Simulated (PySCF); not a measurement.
# Reading the logs of faulty runs: H5O2Si2

All numbers below are calculated, not measured. They come from PySCF 2.14.0, an open-source quantum chemistry program, on an isolated molecule that a program drew, which may never have been made. The molecule is H5O2Si2 (charge 0, doublet), drawn as the SMILES string `O[Si](O)[SiH3]`.

Each row is a Hartree-Fock (HF) and frozen-core CCSD(T) single point in the cc-pV(D+d)Z basis, meant for a local HF minimum. Run 1 is clean. Each other run has one planted mistake out of seven kinds, and not every kind appears here: one electron removed, one electron added, multiplicity raised by two, geometry at a saddle point, minimal basis STO-3G, one bond length entered in bohr, all coordinates scaled. The reference is restricted for singlets and unrestricted otherwise, and also for a bond in bohr. Adding or removing an electron swaps singlet and doublet. Electrons count all cores. HOMO and LUMO are orbital energies over both spins, the gradient is its largest component, and the lowest frequency (negative if imaginary) is given only where the gradient is small. Bond lengths are over the 8 bonds as drawn. T1 is the CCSD diagnostic: over 0.02 (restricted) or 0.045 (unrestricted) a single reference is doubtful.

Geometry of the clean run:
```xyz
9
H5O2Si2, angstrom
O    -0.5798    1.8208    0.8377
Si   -0.9855    0.7646   -0.3713
O     0.2437    0.6591   -1.4774
Si   -1.3236   -1.4424    0.4225
H     0.2862    1.7694    1.2190
H     0.4798    1.4256   -1.9798
H    -1.6797   -2.3262   -0.7122
H    -2.4407   -1.4398    1.3972
H    -0.1130   -1.9813    1.0940
```

```
run  electrons  basis functions  <S^2>  HOMO (eV)  LUMO (eV)  gradient (hartree/bohr)  lowest frequency (cm^-1)  mean bond (Å)  longest bond (Å)      T1  HF (hartree)  CCSD(T) (hartree)                     mistake
  1         49               99  0.759      -8.39       1.80                  3.9e-05                        98         1.5033             2.370  0.0156    -730.56139         -731.17139                    no fault
  2         49               99  3.761      -4.02      -1.93                  2.4e-02                         -         1.5033             2.370  0.0305    -730.31499         -730.91964  multiplicity raised by two
  3         48               99  0.000     -17.72      -6.37                  8.9e-02                         -         1.5033             2.370  0.0190    -730.28837         -730.90322                           ?
  4         49               33  0.754      -5.40       5.83                  5.0e-02                         -         1.5033             2.370  0.0141    -721.77440         -721.95406                           ?
```

**Which mistake was planted in run 3, and what did it cost?**

It counts 48 electrons, one fewer than the clean run, at the same geometry and basis. So the mistake is: one electron removed. Subtracting run 1 and multiplying by 627.51 kcal/mol a hartree, the energy moved by 171.3 kcal/mol in HF and 168.3 kcal/mol in CCSD(T).

**Which mistake was planted in run 4, and what did it cost?**

It has 33 basis functions where the clean run has 99, with the same electrons and geometry. So the mistake is: minimal basis STO-3G. Subtracting run 1 and multiplying by 627.51 kcal/mol a hartree, the energy moved by 5513.9 kcal/mol in HF and 5784.0 kcal/mol in CCSD(T).

